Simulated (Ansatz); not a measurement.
```yaml
crystal:
  periodic: [false, false, false]
  atoms:
    - {symbol: Au, position_ang: [-1.863022, -0.011998, 0.605176]}
    - {symbol: Au, position_ang: [1.708848, -0.751649, 0.234935]}
    - {symbol: Te, position_ang: [-0.088079, 0.380499, -0.913997]}
basis:
  gaussian: {orbitals: def2-TZVP}
total_charge: 2
hamiltonian: {xc: {name: PBE0}}
scf: {lower_state_search: off}
output: {forces: true}
```

```sh
$ ansatz run in.yaml --threads 4 --pin off --events-out ev --progress --plain --max-ram 3916MiB
```

Shortened log:

```
Functional definition: PBE0
1232 factors; integrals over basis functions are off by at most 4.1e-4 eV
mean field evaluation 1: about -14644.0048 eV, gradient 9.3e1 eV
mean field evaluation 2: about -14555.1112 eV, gradient 2.3e2 eV
mean field evaluation 4: about -14658.7670 eV, gradient 2.6e1 eV
mean field evaluation 8: about -14660.1384 eV, gradient 8.1e-1 eV
mean field evaluation 16: about -14660.2721 eV, gradient 7.7e-4 eV
mean field -14660.27210458 eV, -538.7550627541 hartree, gradient 1.1e-6 eV, S^2 0.000000; 0 other end points of the search recorded, 0 dependent functions left out
reference -14660.27213968 eV, -538.7550640440 hartree; 30, 30 occupied and 100, 100 virtual orbitals, 1232 factors
Total energy: -14660.27213968 eV, -538.7550640440 hartree
Atom 0 at    -1.863022    -0.011998     0.605176 Å, force    -1.290135    -0.252348     1.046355 eV/Å
Atom 1 at     1.708848    -0.751649     0.234935 Å, force     0.707431    -0.413175     0.395159 eV/Å
Atom 2 at    -0.088079     0.380499    -0.913997 Å, force     0.582704     0.665522    -1.441514 eV/Å
Dipole moment:    -0.014090     0.113144    -0.192177 e Å
Checks for a lower state left out: stability, starts, cluster_reference, orbital_swaps, neighbouring_geometries, increment
```

Hardware: 4 threads of Arm Neoverse V2 on a shared host. Wall time 1.9 s.

In the def2 sets Au, Te take a core potential; there is no spin–orbit coupling. This restricted singlet of an open-shell metal wasn't tested against broken symmetry or higher spin.

The dipole of an ion depends on the origin.
